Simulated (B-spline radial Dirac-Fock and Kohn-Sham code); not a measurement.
## Zr⁷⁺: eigenvalues, ΔSCF and the reference

System: the Zr⁷⁺ ion, configuration [Ar] 3d10 4s2 4p3.

The density-functional columns are spherical, spin-unpolarised Dirac-Kohn-Sham results without Breit or QED terms: −ε is minus the orbital energy of the initial state and ΔSCF the difference of two total energies. The reference in the last column comes from ΔSCF Dirac-Fock with Breit, self-energy and vacuum polarisation, finite nucleus, configuration average. All numbers are from a radial atomic solver, in eV; a selection of levels is shown. The Kohn-Sham columns are given as differences from the reference. For the 1s level of heavy atoms much of the gap between ΔSCF and the reference is the Breit and QED part, -46.4 eV here; for other levels the error of the functional can be larger.

| level | PBE −ε − DF | PBE ΔSCF − DF | LDA −ε − DF | LDA ΔSCF − DF | Dirac-Fock |
| --- | --- | --- | --- | --- | --- |
| K | -195.7 | +67.7 | -221.6 | +41.0 | 18121.9 |
| L1 | -84.7 | -35.8 | -87.7 | -38.5 | 2660.9 |
| L3 | -65.1 | -7.8 | -65.8 | -8.5 | 2346.7 |
| M1 | -43.2 | -22.9 | -44.3 | -24.0 | 553.2 |
| M3 | -34.3 | -14.1 | -34.6 | -14.4 | 452.7 |
| M4 | -20.0 | +0.9 | -19.7 | +1.2 | 301.4 |
| M5 | -20.1 | +0.6 | -19.8 | +0.9 | 299.0 |
| N1 | -9.2 | +0.5 | -8.9 | +0.8 | 157.9 |
| N2,3 | -7.9 | +1.2 | -7.6 | +1.6 | 131.9 |

Values without a named source are computed, but for edge energies of neutral atoms, which are taken from tables.
